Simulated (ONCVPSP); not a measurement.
Potentials for nickel compared

Generated with ld1.x 7.5 (TM, RRKJ, ultrasoft, PAW), atompaw 4.2 or ONCVPSP 4.0.1. The cutoff is in Ry: for ld1.x and atompaw files where the sum of valence levels is converged to 10 mRy in a Bessel basis, for ONCV files where the hardest occupied wave has 1 mHa per electron of residual kinetic energy. The error is the largest all-electron minus pseudo excitation energy over each file’s own four to seven test configurations (ionisations up to +4, promotions, holes and added fractions of an electron), all of which were solved. The labels leave out finer settings (local radius, basis sizes, second energies), which also bear on the numbers. Spin-polarised tests are not counted. The rows are a selection from randomly drawn settings: files with unsolved tests, undetermined cutoffs or missed reference levels are left out.

A true bound ghost makes a file unfit for plane-wave use even where its test errors are small: the radial tests pick states by their node count and pass the ghost by.

| potential | cutoff (Ry) | largest error (meV) | bound ghosts |
| --- | --- | --- | --- |
| ONCV, PBE, scalar-relativistic, rc 1.05/0.70/1.65 (spd), local smoothed, core correction yes, reference 3s2 3p6 3d8 4s2, qcut 9.6/12.4/8.5, projectors 2/2/2 | 164 | -686 | none |
| ONCV, PBE, fully relativistic, rc 1.40/1.60/1.20 (spd), local smoothed, core correction yes, reference 3s2 3p6 3d8 4s1 4p1, qcut 8/8.7/12.3, projectors 3/2/1 | 126 | +2.4 | none |
| ONCV, PBE, scalar-relativistic, rc 1.35/0.80/1.40 (spd), local smoothed, core correction yes, reference 3s2 3p6 3d8 4s2, qcut 8.1/10.7/13.2, projectors 2/2/2 | 127 | +1.0 | none |
| ONCV, LDA (Perdew-Zunger), scalar-relativistic, rc 2.15/2.30/1.65 (spd), local smoothed, core correction no, reference 3d8 4s0.5, qcut 2.7/3.7/8.5, projectors 1/2/3 | 65 | +34 | none |

Question: Fill in the row for Ni: ONCV, PBEsol, scalar-relativistic, rc 2.45/1.95/1.25 (spd), local smoothed, core correction yes, reference 3d8 4s1.5, qcut 3.3/4.7/13.2, projectors 2/2/3.

Answer: cutoff 133 Ry, largest error -23 meV, bound ghosts: none.

Question: Fill in the row for Ni: ONCV, LDA (Perdew-Wang 92), scalar-relativistic, rc 1.20/1.15/0.90 (spd), local smoothed, core correction yes, reference 3s2 3p6 3d7, qcut 7.6/13/18.9, projectors 3/2/2.

Answer: cutoff 250 Ry, largest error +7.5 meV, bound ghosts: s.

Question: Fill in the row for Ni: ONCV, PBEsol, fully relativistic, rc 1.20/0.80/1.45 (spd), local smoothed, core correction yes, reference 3s2 3p6 3d8 4s2, qcut 9.7/11.5/8.7, projectors 3/2/2.

Answer: cutoff 120 Ry, largest error +42 meV, bound ghosts: none.
